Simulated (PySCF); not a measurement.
Energy of Ti²⁺ (titanium, charge +2) between two integer charges

The 3d alpha orbital of [Ar] 3d2 is emptied in steps (occupation f), with all orbitals relaxed, ending at [Ar] 3d1. Computed with PySCF 2.14 in x2c-TZVPall, with the spin-free X2C one-electron Hamiltonian (Gaussian nucleus). The exact energy is a straight line in f; departures are measured from the line between the end points of the same method.

Among UHF, LDA, PBE, which shows the largest delocalisation error (convex curve), and which is closest to linear?

Most convex: LDA (-1.798 eV at f = 0.4); closest to linear: UHF (0.273 eV).

```json
{"f": "1", "UHF (eV)": "0.000", "LDA (eV)": "0.000", "PBE (eV)": "0.000"}
{"f": "0.8", "UHF (eV)": "0.191", "LDA (eV)": "-1.173", "PBE (eV)": "-1.151"}
{"f": "0.6", "UHF (eV)": "0.280", "LDA (eV)": "-1.780", "PBE (eV)": "-1.743"}
{"f": "0.4", "UHF (eV)": "0.273", "LDA (eV)": "-1.798", "PBE (eV)": "-1.759"}
{"f": "0.2", "UHF (eV)": "0.177", "LDA (eV)": "-1.210", "PBE (eV)": "-1.182"}
{"f": "0", "UHF (eV)": "0.000", "LDA (eV)": "0.000", "PBE (eV)": "0.000"}
```

| method | E(f=0) − E(f=1) (eV) | −ε at f=1 (eV) | −ε at f=0.4 (eV) |
| --- | --- | --- | --- |
| UHF | 26.562 | 27.792 | 26.301 |
| LDA | 28.010 | 20.764 | 29.419 |
| PBE | 27.928 | 20.813 | 29.319 |

Reference removal energy between the ground levels: 27.492 eV (measured; NIST Atomic Spectra Database, ionization energies). The calculation has no spin-orbit coupling. UHF lacks correlation.
